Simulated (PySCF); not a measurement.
# Bonding in `FC[Si@H]([SiH3])[SiH2]P`

Species: CH₁₀FPSi₃.
Numbering: `[F:1][CH2:2][Si@H:3]([SiH3:4])[SiH2:5][PH2:6]` (hydrogens: H7, H8 on C2; H9 on Si3; H10, H11, H12 on Si4; H13, H14 on Si5; H15, H16 on P6)

Geometry (GFN2-xTB, Å), atoms numbered from 1 in this order:
```xyz
16
CH10FPSi3 angstrom
F     -0.5566    1.4049    1.5346
C     -0.9617    1.5290    0.2159
Si    -0.6919   -0.1669   -0.6717
Si    -1.9611   -1.7439    0.4789
Si     1.6279   -0.4477   -0.7778
P      2.6543    1.4685   -0.2148
H     -0.3573    2.3331   -0.2139
H     -2.0030    1.8577    0.2458
H     -1.2423    0.1103   -2.0152
H     -3.3987   -1.4563    0.4503
H     -1.7796   -3.0664   -0.1263
H     -1.5801   -1.8556    1.8875
H      2.0759   -1.5617    0.0742
H      2.1333   -0.7575   -2.1218
H      3.8472    0.8790    0.1595
H      2.1861    1.4825    1.0832
```

Bond orders from the PBE0/pcSseg-1 density (PySCF). The structure is a single GFN2-xTB conformer in the gas phase; no vibrational or solvent corrections.

(1) Where do the orders between heavy atoms depart from those drawn in the SMILES?

(2) Set the Mayer orders of the bonds beside their lengths.

## Answers

(1) The largest departure is 0.166, at F1–C2 (drawn single, 0.834). Drawn single, order below 0.88: F1–C2 (0.834) and Si3–Si5 (0.861).

(2) 
| bond | drawn as | length (Å) | Mayer order |
| --- | --- | --- | --- |
| F1–C2 | single | 1.385 | 0.834 |
| C2–Si3 | single | 1.933 | 0.892 |
| Si3–Si4 | single | 2.329 | 0.906 |
| Si3–Si5 | single | 2.339 | 0.861 |
| Si5–P6 | single | 2.246 | 0.999 |
| C2–H7 | single | 1.094 | 0.940 |
| C2–H8 | single | 1.092 | 0.950 |
| Si3–H9 | single | 1.478 | 0.928 |
| Si4–H10 | single | 1.466 | 0.931 |
| Si4–H11 | single | 1.466 | 0.933 |
| Si4–H12 | single | 1.464 | 0.935 |
| Si5–H13 | single | 1.472 | 0.914 |
| Si5–H14 | single | 1.469 | 0.931 |
| P6–H15 | single | 1.382 | 0.935 |
| P6–H16 | single | 1.380 | 0.926 |

By pair of heavy elements: Si–Si: lowest Si3–Si5 (0.861, 2.339 Å), highest Si3–Si4 (0.906, 2.329 Å).

**Question.** Sum the orders of all bonds at each heavy atom with more than one neighbour and set the sums beside the valence in the SMILES.

**Answer.** C2 3.616 (drawn 4), Si3 3.587 (drawn 4), Si4 3.705 (drawn 4), Si5 3.705 (drawn 4), P6 2.860 (drawn 3). Orders between atoms that aren't bonded are not in these sums.

The Mayer order sums products of elements of PS (density times overlap matrix) between the two atoms' basis functions, so it depends on the basis set.

The run behind these numbers computed NMR shieldings as well. The run took 48 s on one thread of an Arm Neoverse N1, no GPU, shared host with 64 logical CPUs at a one-minute load of 60, and the process peaked at 0.82 GiB of memory.
